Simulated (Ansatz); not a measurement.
A nudged elastic band was laid between two geometries of H3N + H6OSi2 (13 atoms, charge 0, multiplicity 1).

Method: Ansatz 0.2.0, RKS r2SCAN/6-31G*.

```
movable images  : 5
climbing image  : yes
spring          : 5.0 eV/Å²
optimiser       : quadratic models (default)
start path      : through a guess of the saddle point
force threshold : 0.03 eV/Å
iteration limit : 60
end points      : relaxed
```

Image 0:

```xyz
13
Properties=species:S:1:pos:R:3
Si -0.252 -0.310 -0.113
H -0.484 -0.402 1.354
O 1.367 -0.374 -0.462
Si 2.511 -1.502 -0.867
H 1.905 -2.582 -1.695
H 3.581 -0.823 -1.639
H 3.098 -2.109 0.359
H -0.811 0.969 -0.619
H -0.950 -1.448 -0.776
N 1.568 2.329 1.340
H 1.920 1.607 0.713
H 0.818 2.800 0.837
H 1.129 1.839 2.119
```

Image 6:

```xyz
13
Properties=species:S:1:pos:R:3
Si 0.112 0.560 -0.618
H 1.419 -0.266 2.825
O 1.419 -0.247 -1.252
Si 2.407 -1.542 -1.005
H 2.037 -2.662 -1.913
H 3.815 -1.149 -1.283
H 2.317 -2.029 0.403
H -0.691 1.007 -1.780
H -0.625 -0.375 0.275
N 0.453 1.955 0.322
H 0.794 1.868 1.271
H 0.806 2.798 -0.114
H 1.136 0.075 3.420
```

What changes between the two ends?

Bonds broken: Si1–H2, N10–H13. Bonds formed: Si1–N10, H2–H13. H3N + H6OSi2 becomes H2 + H7NOSi2.

What energy profile does the band end with?

It converged. The highest image is number 2 of 0 to 6, 37.1 kcal/mol above the first end and 46.7 kcal/mol above the last; the last end lies 9.5 kcal/mol below the first. A structure lower than the last end lies on the path between it and the top, so the climb from that side starts below the end, which may itself be a saddle point or a shallow side well. Neighbouring images differ by up to 2.0 eV, so the band resolves the path poorly. A vibrational analysis at the climbing image gives one clearly imaginary mode, 1388i cm⁻¹: a first-order saddle point. The orbitals stay closed-shell, which can raise the energy where a bond breaks towards radicals; this wasn't checked here.

| image | path coordinate (Å) | energy (kcal/mol) | Si1–H2 (Å) | N10–H13 (Å) | Si1–N10 (Å) |
| --- | --- | --- | --- | --- | --- |
| 0 | 0.00 | 0.0 | 1.49 | 1.02 | 3.52 |
| 1 | 2.46 | 1.6 | 1.48 | 1.02 | 3.35 |
| 2 | 4.92 | 37.1 | 1.85 | 1.23 | 1.88 |
| 3 | 7.20 | -9.7 | 3.73 | 2.75 | 1.72 |
| 4 | 9.48 | -10.0 | 4.27 | 2.88 | 1.72 |
| 5 | 11.76 | -9.9 | 4.25 | 3.24 | 1.72 |
| 6 | 14.05 | -9.5 | 3.77 | 3.69 | 1.72 |

What is the geometry of the highest image?


```xyz
13
Properties=species:S:1:pos:R:3
Si 0.369 0.109 0.305
H -0.930 0.743 1.467
O 1.750 -0.181 -0.644
Si 2.484 -1.508 -1.278
H 1.719 -2.079 -2.427
H 3.837 -1.125 -1.766
H 2.639 -2.589 -0.257
H -0.679 0.270 -0.732
H 0.397 -1.039 1.246
N 1.001 1.713 1.062
H 1.904 1.670 1.536
H 0.986 2.517 0.434
H -0.077 1.492 1.605
```

The band took 43 iterations and about 25 core-minutes.

The run took 13 min on 2 threads of Arm Neoverse V2, on a shared host, peak memory 0.15 GiB.
